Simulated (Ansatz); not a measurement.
Coupled-cluster diagnostics for Li₅H₆, Ansatz.

Geometry of the doublet (r2SCAN-D4/def2-TZVP):

```csv
atom,x (Å),y (Å),z (Å)
Li1,1.880,-0.861,0.406
Li2,0.050,-1.513,-1.138
Li3,0.170,0.840,-0.206
Li4,-2.918,-0.509,0.228
Li5,-0.428,-1.150,1.428
H6,0.777,0.233,1.370
H7,-0.173,2.921,-0.091
H8,0.657,-2.224,0.398
H9,-1.216,-0.402,-0.354
H10,1.298,-0.187,-1.209
H11,-0.098,2.851,-0.832
```

Correlated methods freeze no core orbitals; core or outer-core shells of Li are correlated, in sets that lack core-valence functions. In the doublet, H7 and H11 lie 0.75 Å apart (atoms count from 1), so H2 has formed as a molecule. In the quartet, H7 and H11 lie 0.75 Å apart, H6 and H8 lie 0.83 Å apart (atoms count from 1), so H2 has formed as a molecule. The structure comes from a short search, and lower isomers may exist.

Geometry of the charge 0 quartet (r2SCAN-D4/def2-TZVP):

Cartesian coordinates in Å:
```
Li 0.780 0.845 0.626
Li 1.259 -1.102 -0.976
Li -0.641 0.416 -1.516
Li -1.356 -2.122 -0.254
Li 0.163 -1.511 1.877
H 1.341 0.048 2.239
H -1.809 2.081 -1.167
H 1.737 -0.395 1.654
H -0.275 -0.672 0.201
H 1.076 0.778 -1.128
H -2.273 1.634 -1.556
```

Estimate the CCSD(T) correlation energy, the shares of MP2 and (T), T1 and the reference's ⟨S²⟩ for: charge 0, doublet, own geometry in def2-TZVPP; charge 0, doublet, own geometry in def2-TZVPD; charge 0, quartet, own geometry in def2-TZVPP; charge 1, singlet, vertical in def2-TZVPP; charge -1, singlet, vertical in def2-TZVPD; and the rough time on 4 threads of Arm Neoverse V2 on a shared host.


```csv
state,basis,correlation (eV),MP2 share (%),(T) share (%),T1,⟨S²⟩ (pure),wall time,remarks
"charge 0, doublet, own geometry",def2-TZVPP,-10.295,83.2,0.7,0.009,0.75 (0.75),5.4 min,–
"charge 0, doublet, own geometry",def2-TZVPD,-9.666,82.3,0.7,0.009,0.75 (0.75),31 s,–
"charge 0, quartet, own geometry",def2-TZVPP,-10.025,83.1,1.1,0.013,3.76 (3.75),5.4 min,–
"charge 1, singlet, vertical",def2-TZVPP,-10.147,83.3,0.6,0.005,0.00 (0.00),17 s,–
"charge -1, singlet, vertical",def2-TZVPD,-10.573,80.7,1.3,0.022,0.00 (0.00),11 s,"HOMO above zero, large T1, restricted SCF unstable"
```
Customary marks for T1 are 0.02 (closed shells), 0.045 (open shells) and about 0.05 (3d metals). T1 exceeds 0.02 in 1 of 5 rows and 0.045 in 0; the higher it lies, the less the single-reference result can be trusted.
